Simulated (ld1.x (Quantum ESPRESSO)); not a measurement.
**Pseudopotential generation for B (Z = 5): PAW, LDA (PZ), scalar-relativistic.**

ld1.x (Quantum ESPRESSO) 7.5 input, shortened:

```
&input
   title='B', zed=5., rel=1, dft='PZ', iswitch=3,
   config='[He] 2s2 2p1'
 /
 &inputp
   pseudotype=3, lpaw=.true., tm=.true., lloc=-1, rcloc=2.05,
   nlcc=.true.,
   which_augfun='BESSEL', rmatch_augfun=0.80
 /
4
2S  1  0   2.00   0.00  0.90  1.20  0.0
2S  1  0   0.00   0.05  0.90  1.20  0.0
2P  2  1   1.00   0.00  2.60  3.15  0.0
2P  2  1   0.00   0.25  2.60  3.15  0.0
 &test
   configts(1)='2s2 2p1'
 /
```

All-electron outer shells of the reference configuration (LDA (PZ), scalar-relativistic, ld1.x):

```json
{"shell": "1s", "level (eV)": "-178.66", "outermost node (bohr)": "–", "outermost maximum (bohr)": "0.21"}
{"shell": "2s", "level (eV)": "-9.39", "outermost node (bohr)": "0.46", "outermost maximum (bohr)": "1.52"}
{"shell": "2p", "level (eV)": "-3.72", "outermost node (bohr)": "–", "outermost maximum (bohr)": "1.55"}
```

(1) Estimate the cutoffs (Ry, on a coarse ladder) from which the occupation-weighted sum of valence levels, in a spherical-Bessel basis at the reference potential, stays within 10 and 1 mRy of its value at 400 Ry.

(2) What does a ghost test show?

(3) Is the overlap operator S = 1 + Σ q|β⟩⟨β| positive definite (Bessel basis up to 400 Ry)?

(4) Which valence shell sets the plane-wave cutoff?

## Answers

(1) 18 Ry and 30 Ry.

(2) No extra level below or beside the all-electron valence levels (s, p, d, f tested).

(3) Yes: its lowest eigenvalue is 0.52 (p channel).

(4) 2s: its level needs 25 Ry to come within 1 mRy, against 6 Ry for 2p.

Test run stopped at test 1 of 9 (negative rho).
